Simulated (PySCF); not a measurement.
C4H11NSi2.
Geometry (PBE0-D3(BJ)/def2-SVP, Å), atoms numbered from 1 in this order:
```xyz
18
C4H11NSi2 angstrom
C      2.509   -1.331   -1.462
C      1.487   -0.936   -0.688
C      1.348    0.392   -0.123
C      0.305    0.872    0.587
N     -0.930    0.256    0.844
Si    -1.623    0.582    2.432
Si    -1.788   -0.691   -0.374
H      3.310   -0.640   -1.743
H      2.578   -2.354   -1.837
H      0.720   -1.676   -0.430
H      2.189    1.077   -0.267
H      0.406    1.877    1.021
H     -3.030    0.090    2.422
H     -1.576    2.054    2.687
H     -0.863   -0.104    3.521
H     -1.368   -0.208   -1.718
H     -3.249   -0.472   -0.155
H     -1.539   -2.164   -0.281
```

Computed at PBE0/pcSseg-1 (PySCF, non-relativistic), with Q(14N) = 0.02044 b: N5, 14N (I = 1): χzz = -3.562 MHz, η = 0.495.

Find the zero-field quadrupole resonance frequencies of 14N at N5.

From ν± = (3/4)|χ|(1 ± η/3) and ν0 = |χ|η/2: ν+ 3.113 MHz, ν− 2.231 MHz, ν0 0.882 MHz (nitrogen bridging silicon atoms).

In a crystal, neighbours and librations shift these lines. The structure is a single PBE0-D3(BJ)/def2-SVP conformer in the gas phase; no vibrational or solvent corrections. The small basis limits the accuracy of the gradients.

These values come from a run that also computed NMR shieldings. Time: 26 s of wall time. Hardware: one thread of an Arm Neoverse V1, shared host.
